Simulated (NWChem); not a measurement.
System: SiClF, singlet; SMILES [Si](Cl)F

Input file for NWChem:

```
start job
memory heap 200 mb stack 900 mb global 1100 mb
geometry units angstroms noautosym nocenter noautoz
  Si     0.659236    -0.598955     0.000000
  F     -0.690774    -1.509968     0.000000
  Cl    -0.177341     1.317031     0.000000
end
basis spherical
  * library def2-svp
end
dft
  xc pbe0
  iterations 150
end
cosmo
  do_cosmo_smd true
  solvent water
end
task dft energy
```

Low-valent species are run as closed-shell singlets; no triplet was tried in these runs. Structure relaxed at the PBE0/def2-SVP level. Solvent: water.

Level: PBE0/def2-SVP with SMD (1 M gas to 1 M solution), gas-phase geometry. Reactions with the solvent are ignored.

Problem. Predict the main results of this run. (PBE0/def2-SVP, SMD on the gas-phase geometry.) Quantities: solvation free energy (kcal/mol); cavity-dispersion-structure term (kcal/mol); dipole in solution (D).

Solution. 
```yaml
solvation free energy (kcal/mol): -0.8
cavity-dispersion-structure term (kcal/mol): 1.2
dipole in solution (D): 1.41
```
